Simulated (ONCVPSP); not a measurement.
# What one change does to a pseudopotential (manganese, ONCV)

manganese, optimised norm-conserving Vanderbilt (ONCV), made with ONCVPSP 4.0.1 (PBEsol, non-relativistic). Core [Ar], reference 3d5 4s2. Waves: 4s: rc 1.90 bohr, ncon 3, nbas 7, qcut 3.5 1/bohr, 2 projectors, debl 2.1 Ha; p scattering state at 0.4 Ha: rc 1.95 bohr, ncon 3, nbas 7, qcut 4.6 1/bohr, 2 projectors, debl 2.6 Ha; 3d: rc 1.60 bohr, ncon 3, nbas 8, qcut 10.3 1/bohr, 2 projectors, debl 4 Ha. Local part: polynomial inside 1.15 bohr (lpopt 2, dvloc0 1 Ha). Core correction: polynomial model core, fcfact 0.65.

Change: core correction none.

Cutoffs: the cutoffs (Ha) at which the residual kinetic energy of the hardest occupied pseudo-wave falls to 1 and 0.1 mHa per electron; they do not see the model core or the augmentation charge, which bear on the density cutoff. Errors are all-electron minus pseudo energies relative to the spin-unpolarised reference configuration.

What does the change do?

The potential gets neither clearly harder nor softer (38 Ha and 44 Ha → 38 Ha and 44 Ha); of the 4 tests that both files solve, the error grows in 0 and shrinks in 3 by more than 15 % and 0.3 meV (median size 99.3 → 85.4 meV); neither file shows a bound ghost.

```tsv
quantity	base	changed
cutoff, loose	38 Ha	38 Ha
cutoff, tight	44 Ha	44 Ha
bound ghosts	none	none
GHOST(+) flags under 300 eV	s at 50.7 eV, p at 115.2 eV	s at 50.7 eV, p at 115.2 eV
error for 3d5 4s1, meV [ΔE 8.32 eV]	-7.1	-3.8
error for 3d5 4s0, meV [ΔE 23.65 eV]	-43	+32
error for 3d4 4s0, meV [ΔE 56.33 eV]	-155	+148
error for 3d6 4s0, meV [ΔE 6.37 eV]	-199	-139
s: phases at 1.92 bohr within 0.05 rad from the reference energy up to (Ha; the scan ends near 5)	4.3	4.3
p: phases at 1.98 bohr within 0.05 rad from the reference energy up to (Ha; the scan ends near 5)	4.0	4.0
d: phases at 1.63 bohr within 0.05 rad from the reference energy up to (Ha; the scan ends near 5)	to the end of the scan	to the end of the scan
```
